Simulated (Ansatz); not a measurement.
## Counterpoise correction, worked out

The pair of Br⁻ (SMILES [Br-], atom 1) and CH5N (SMILES CN, atoms 2–8), both closed shells, in one local arrangement (a lower one may exist), relaxed at PBE0-D4/def2-TZVPD:

Br1  (1.050, -1.767, -2.434)
C2  (-0.558, 0.634, 0.291)
N3  (0.676, -0.064, 0.604)
H4  (-1.306, 0.023, -0.237)
H5  (-0.335, 1.489, -0.353)
H6  (-1.016, 1.028, 1.206)
H7  (1.028, -0.480, -0.266)
H8  (0.462, -0.864, 1.189)
(Å)

Program: Ansatz 0.2.0. Basis: def2-TZVPPD. Cores are frozen in the correlated methods. Filled d shells of the heavier atoms are correlated. The def2 sets are not built for correlating such inner shells, so the correlated values are less sure here.

CCSD(T) total energies in eV:

| system | geometry | basis functions | energy |
| --- | --- | --- | --- |
| pair | pair | all | -72613.68128 |
| Br⁻ | as in the pair | all (partner as ghosts) | -70009.12669 |
| CH5N | as in the pair | all (partner as ghosts) | -2604.19440 |
| Br⁻ | as in the pair | its own | -70009.07907 |
| CH5N | as in the pair | its own | -2604.18993 |
| Br⁻ | free (PBE0-D4 minimum) | its own | -70009.07907 |
| CH5N | free (PBE0-D4 minimum) | its own | -2604.20334 |

(1) Work out the interaction energy with and without the counterpoise correction, the superposition error, and the binding energy from the relaxed fragments.

The T1 diagnostic stays at or below 0.009.

## Answers

(1) Without correction: -72613.68128 − (-70009.07907) − (-2604.18993) = -0.41228 eV.
With correction (each fragment in the whole basis): -72613.68128 − (-70009.12669) − (-2604.19440) = -0.36019 eV = -8.31 kcal/mol.
The superposition error is the difference, 0.05209 eV, 13 % of the uncorrected value: each fragment borrows its partner's functions.
Deformation from the free shapes: 0.00000 eV for Br⁻ and 0.01341 eV for CH5N.
Binding energy from relaxed fragments: -0.36019 + 0.00000 + 0.01341 = -0.34678 eV = -8.00 kcal/mol (electronic, without zero-point energy; negative means bound). For comparison, the corrected interaction energy by CCSD(T) at an estimated basis limit (MP2 extrapolated from triple and quadruple zeta, plus CCSD(T) − MP2 in triple zeta) is -0.392 eV; triple zeta with the correction binds less.

For scale, one of the runs: CCSD(T)/def2-TZVPPD, 216 basis functions, launched by `ansatz run in.yaml --threads 4 --pin off --events-out ev --progress --plain --max-ram 9574MiB`. Time: 24 s of wall clock on 4 CPU threads of an Intel Xeon 6975P-C; the host was shared. Peak host memory: 3.6 GiB.
